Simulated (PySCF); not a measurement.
Here is a computed PBE0-D3(BJ)/def2-SVP geometry (Å):
```
atom  x, y, z in Å
O1     2.8241   -1.3023   -0.2083
C2     2.1883   -0.3007   -0.0107
O3     2.7590    0.8832    0.2574
C4     0.7064   -0.2248   -0.0331
C5    -0.0544   -1.3487   -0.2967
C6    -1.4228   -1.4139   -0.3471
C7    -2.0986   -0.2088   -0.1032
Cl8   -3.8251   -0.1823   -0.1434
C9    -1.3992    0.9702    0.1712
C10   -0.0087    0.9611    0.2056
H11    3.7156    0.7293    0.2491
H12   -1.9743   -2.3320   -0.5612
H13   -1.9552    1.8901    0.3566
H14    0.5436    1.8786    0.4194
```

Doublet state.

Q: Which heavy atoms are bonded, and with what formal order?

A: O1–C2 1.20 Å (double); C2–O3 1.34 Å (single); C2–C4 1.48 Å (single); C4–C5 1.38 Å (aromatic); C5–C6 1.37 Å (aromatic); C6–C7 1.40 Å (aromatic); C7–Cl8 1.73 Å (single); C7–C9 1.40 Å (aromatic); C9–C10 1.39 Å (aromatic); C4–C10 1.41 Å (aromatic). Bonds to hydrogen (Å): O3–H11 0.97; C6–H12 1.09; C9–H13 1.09; C10–H14 1.09. The orders are those of one drawing; other resonance forms can be drawn.

Q: Which species is it?

A: `O=C(O)c1[c]cc(Cl)cc1`, C7H4ClO2.

Q: Name the point group.

A: Cs (every atom within 0.08 Å of its image).

Q: Which rings does it hold (smallest set)?

A: C4–C5–C6–C7–C9–C10 (6 members, 0.00 Å rms from planarity).

Q: Classify the heavy atoms.

A: O1: oxygen bonded to C; C2: carbon bonded to C and 2 O; O3: oxygen bonded to C and H; C4: carbon bonded to 3 C; C5: carbon bonded to 2 C; C6: carbon bonded to 2 C and H; C7: carbon bonded to 2 C and Cl; Cl8: chlorine bonded to C; C9: carbon bonded to 2 C and H; C10: carbon bonded to 2 C and H.

Q: What is the arrangement about C5?

A: It has 2 neighbours (C4, C6) and is bent (angle 126.5°).

Q: What is the arrangement about C9?

A: It has 3 neighbours (C7, C10, H13) and is planar (angles 120.7°, 120.0° and 119.3°, sum 360.0°, 0.00 Å off the plane of its three neighbours).
